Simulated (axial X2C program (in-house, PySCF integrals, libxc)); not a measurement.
## Working with the constants of LiRb

A bond curve at the PBE0 level, with spin–orbit coupling, was computed with an axial X2C code built on PySCF integrals (basis Rb dyall-cv3z [12s13p8d4f1g], Li dyall-cv3z [7s8p2d] (cores contracted in-house)) for the state Ω = 0 (closed shell). Its fit gives Re = 3.5244 Å, ωe = 190.8 cm⁻¹, ωexe = 0.937 cm⁻¹ and αe = 1.369e-03 cm⁻¹; the masses are 84.9118 and 7.0160 u. Two-component means X2C with spin–orbit coupling and atomic mean-field Coulomb and Gaunt terms.

Q: Find the reduced mass, Be and the force constant.

A: From the PBE0 values: μ = 6.4805 u. Be = 16.8576/(μ Re²) = 0.2094 cm⁻¹. k = 5.8918×10⁻⁷ μ ωe² = 0.139 mdyn/Å.

Q: A Morse curve ties αe to the other constants (Pekeris). How well does that hold?

A: αe(Morse) = 6Be²/ωe × (√(ωexe/Be) − 1) = 1.538e-03 cm⁻¹; the PBE0 curve gives 1.369e-03 cm⁻¹, a ratio of 1.12.

Q: The dipole moment p changes by 0.99 D/Å at Re. What harmonic infrared intensity follows?

A: I = 42.256 × (dp/dR)²/μ = 6.4 km/mol.

Q: Where do the fundamental and the first overtone lie?

A: ν(1←0) = ωe − 2ωexe = 188.9 cm⁻¹; ν(2←0) = 2ωe − 6ωexe = 376.0 cm⁻¹.

Q: Estimate De from a Morse curve and compare with the computed well depth of 0.624 eV to Rb + Li.

A: De(Morse) = ωe²/(4ωexe) = 1.204 eV against 0.624 eV computed, a ratio of 1.93. The extrapolation overshoots: the well softens faster than a Morse curve, or the lowest atomic limit lies below the one to which the curve heads.

The state is one determinant whose occupation by symmetry is held fixed; it was picked as the lowest of a PBE0 search that is not exhaustive. Dissociation energies refer to the lowest single-determinant-based atoms at the same level and basis.
